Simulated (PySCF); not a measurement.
SMILES C/C=C\CC, GFN2-xTB optimised geometry.

```
15

C      1.99     0.60     0.02
C      1.08    -0.58     0.00
C     -0.24    -0.58     0.00
C     -1.16     0.60     0.00
C     -1.99     0.64    -1.29
H      2.67     0.55    -0.84
H      2.60     0.58     0.92
H      1.46     1.54    -0.02
H      1.60    -1.54    -0.01
H     -0.76    -1.54    -0.02
H     -0.61     1.53     0.11
H     -1.84     0.52     0.85
H     -2.67     1.49    -1.27
H     -1.33     0.74    -2.15
H     -2.57    -0.27    -1.40
```

Density from PBE/def2-TZVP run with PySCF at that geometry.

Minimum of the electron density along straight lines between bonded atoms, close to the bond critical point (lines longer than 1.1 times the sum of covalent radii, or with two minima, are not listed):

```tsv
bond	length / Å	ρ at the minimum / e bohr⁻³	∇²ρ there / e bohr⁻⁵	position (fraction from the first atom)
C1–C2	1.494	0.257	-0.64	0.50
C2–C3	1.324	?	-1.05	0.50
C3–C4	1.497	0.257	-0.65	0.51
C4–C5	1.529	0.239	?	0.50
C1–H6	1.090	0.275	-0.91	0.64
C1–H7	1.090	0.274	-0.91	0.64
C1–H8	1.085	0.279	-0.94	0.64
C2–H9	1.084	0.283	-0.97	0.64
C3–H10	1.083	0.282	-0.97	0.64
C4–H11	1.090	0.278	-0.94	0.64
C4–H12	1.094	0.274	-0.91	0.64
C5–H13	1.088	0.277	-0.93	0.64
C5–H14	1.088	0.278	-0.93	0.64
C5–H15	1.088	0.277	-0.93	0.64
```

**Question.** What belongs in the gaps?

**Answer.** 
- C2–C3, ρ at the minimum / e bohr⁻³: 0.353
- C4–C5, ∇²ρ there / e bohr⁻⁵: -0.56
